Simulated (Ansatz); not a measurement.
AsH2(SiMe3) (C₃H₁₁AsSi), relaxed as a singlet with RKS PBE-D4/def2-SVP in Ansatz, starting from the GFN2-xTB geometry. Force threshold 0.02 eV/Å.

Start:

```xyz
16

As   -2.4612    0.3006   -0.1386
H    -2.6564   -1.0120    0.5629
H    -2.4498    0.9871    1.1951
Si   -0.1149    0.0455   -0.1028
C     0.3795   -1.3261   -1.3413
C     0.6886    1.6912   -0.6548
C     0.5650   -0.4187    1.6273
H     1.4560   -1.4437   -1.4127
H     0.0048   -1.0965   -2.3356
H    -0.0400   -2.2840   -1.0453
H     0.3256    1.9831   -1.6371
H     0.4426    2.4924    0.0375
H     1.7701    1.6212   -0.7093
H     0.3171    0.3495    2.3551
H     0.1288   -1.3521    1.9735
H     1.6441   -0.5376    1.6261
```

(1) Estimate the energy that the relaxation releases and the steps that it takes.

(2) Does the start keep its bonding and symmetry?

(3) Predict the relaxed structure.

Answers

(1) 0.14 eV, in 6 steps; 11 s on 2 threads of AMD EPYC 7R13 on a shared host. The force fell under the threshold at step 5, but the optimiser went on. No frequencies were taken in this run, so the end may be a saddle point.

(2) By distances, no bond broke or formed. The bond that changes most is As1–H3, from 1.50 to 1.54 Å (atoms count from 1).

(3) 
```csv
atom,x (Å),y (Å),z (Å)
As1,-2.4641,0.2759,-0.1460
H2,-2.6462,-1.0465,0.6281
H3,-2.4517,1.0839,1.1683
Si4,-0.0741,0.0353,-0.1045
C5,0.3765,-1.3222,-1.3469
C6,0.6752,1.6879,-0.6487
C7,0.5598,-0.4262,1.6191
H8,1.4784,-1.4490,-1.4019
H9,0.0111,-1.0749,-2.3644
H10,-0.0622,-2.2982,-1.0547
H11,0.3224,1.9764,-1.6597
H12,0.4055,2.5044,0.0521
H13,1.7834,1.6210,-0.6802
H14,0.3014,0.3552,2.3624
H15,0.1195,-1.3833,1.9649
H16,1.6651,-0.5399,1.6122
```
Bond lengths: 3 × C–Si 1.89 Å; 1 × As–Si 2.40 Å; 9 × C–H 1.11 Å; 2 × As–H 1.54 Å.
